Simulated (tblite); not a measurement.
Compound: C5H12AsGa.
Bonds: C1–C2 (triple), C2–Ga3, Ga3–As4, As4–C5, C5–C6, C5–C7. Hydrogens: H8 on C1; H9, H10 on Ga3; H11, H12 on As4; H13 on C5; H14, H15, H16 on C6; H17, H18, H19 on C7.
Bond orders are those of one Lewis drawing.

Computed with GFN2-xTB (tblite), gas phase: L-BFGS steps from a force-field or distance-geometry start until the largest atomic force falls under 0.01 eV/Å.

Step 93: E = -551.8303 eV
```
atom  x, y, z in Å  |  force x, y, z in eV/Å
C1      4.6528    0.6927   -0.8152    0.017   0.001  -0.010
C2      3.6461    0.1016   -0.4989   -0.015   0.004   0.005
Ga3     2.0205   -0.7738    0.1348   -0.006   0.011   0.007
As4     0.1463    1.0602   -0.4381    0.010   0.007   0.010
C5     -1.6477    0.3333    0.0407   -0.014  -0.005  -0.014
C6     -2.2725   -0.3412   -1.1767    0.011  -0.002   0.001
C7     -1.4533   -0.6572    1.1831    0.003   0.008  -0.013
H8      5.5323    1.2000   -1.1053    0.011  -0.004  -0.010
H9      1.4567   -1.9876   -0.6687   -0.007  -0.001   0.003
H10     1.7513   -0.6954    1.6747   -0.007  -0.005  -0.017
H11     0.2401    2.0210    0.7009   -0.003   0.000  -0.004
H12    -0.3211    2.1536   -1.3548   -0.006  -0.007  -0.001
H13    -2.2940    1.1549    0.3753   -0.011   0.013  -0.008
H14    -2.4136    0.3767   -1.9886    0.006   0.006   0.022
H15    -1.6238   -1.1431   -1.5371    0.011  -0.002   0.012
H16    -3.2407   -0.7710   -0.9211    0.002  -0.006  -0.025
H17    -0.7785   -1.4601    0.8698    0.025  -0.017  -0.016
H18    -1.0119   -0.1528    2.0451    0.012   0.003   0.053
H19    -2.3989   -1.1024    1.4878   -0.040  -0.004   0.003
```

Step 94: E = -551.8306 eV
```
atom  x, y, z in Å  |  force x, y, z in eV/Å
C1      4.6536    0.6903   -0.8178    0.021   0.002  -0.011
C2      3.6450    0.1022   -0.5020   -0.018   0.002   0.008
Ga3     2.0200   -0.7709    0.1357   -0.010  -0.006  -0.019
As4     0.1444    1.0616   -0.4369    0.012   0.018   0.023
C5     -1.6491    0.3329    0.0411   -0.010  -0.001  -0.011
C6     -2.2697   -0.3426   -1.1776    0.005  -0.002   0.002
C7     -1.4544   -0.6570    1.1840    0.000   0.011  -0.013
H8      5.5346    1.1948   -1.1078    0.013  -0.002  -0.012
H9      1.4527   -1.9842   -0.6694   -0.001   0.010   0.012
H10     1.7552   -0.6949    1.6748   -0.012  -0.003  -0.003
H11     0.2389    2.0208    0.7043   -0.004  -0.007  -0.008
H12    -0.3242    2.1578   -1.3495   -0.006  -0.007  -0.005
H13    -2.2969    1.1539    0.3747   -0.010   0.010  -0.012
H14    -2.4080    0.3738   -1.9911    0.010   0.018   0.015
H15    -1.6202   -1.1451   -1.5349    0.010  -0.006   0.014
H16    -3.2396   -0.7702   -0.9257   -0.004  -0.018  -0.019
H17    -0.7768   -1.4577    0.8713    0.029  -0.019  -0.011
H18    -1.0167   -0.1508    2.0468    0.018   0.001   0.052
H19    -2.3987   -1.1053    1.4877   -0.043  -0.002  -0.003
```

Task: Estimate the geometry and energy of step 95. (The exact step hangs on the optimiser's Hessian estimate; all steps are aligned on step 94, rigid shifts and turns removed.)

Result: E = -551.8309 eV, largest force 0.051 eV/Å
```
atom  x, y, z in Å  |  force x, y, z in eV/Å
C1      4.6543    0.6873   -0.8211    0.019   0.001  -0.009
C2      3.6424    0.1044   -0.5061   -0.012   0.004   0.009
Ga3     2.0186   -0.7670    0.1363   -0.013  -0.022  -0.044
As4     0.1425    1.0635   -0.4348    0.010   0.026   0.029
C5     -1.6508    0.3325    0.0413    0.001   0.006   0.000
C6     -2.2662   -0.3444   -1.1788   -0.001  -0.001   0.003
C7     -1.4555   -0.6566    1.1850   -0.002   0.010  -0.004
H8      5.5377    1.1879   -1.1107    0.011  -0.002  -0.013
H9      1.4476   -1.9800   -0.6697    0.005   0.019   0.019
H10     1.7594   -0.6945    1.6747   -0.017   0.000   0.012
H11     0.2374    2.0202    0.7087   -0.005  -0.009  -0.007
H12    -0.3271    2.1625   -1.3433   -0.005  -0.008  -0.009
H13    -2.3004    1.1526    0.3737   -0.010   0.006  -0.015
H14    -2.4016    0.3703   -1.9937    0.016   0.030   0.005
H15    -1.6149   -1.1471   -1.5320    0.009  -0.010   0.012
H16    -3.2376   -0.7704   -0.9316   -0.010  -0.032  -0.010
H17    -0.7754   -1.4557    0.8727    0.025  -0.014  -0.004
H18    -1.0209   -0.1489    2.0493    0.016  -0.006   0.036
H19    -2.3993   -1.1074    1.4879   -0.036   0.001  -0.009
```

The energy changes by -0.0003 eV. The first-order estimate −F·Δx gives -0.0004 eV and the mean of the old and new forces, exact on a quadratic surface, -0.0003 eV. The step makes an angle of 80° with the force vector and moves no atom by more than 0.008 Å.

What follows is the cost of the whole relaxation. Hardware: an Arm Neoverse V1 with one thread, shared host with 32 logical CPUs at a one-minute load of 6.6. Cost: 1.3 s.
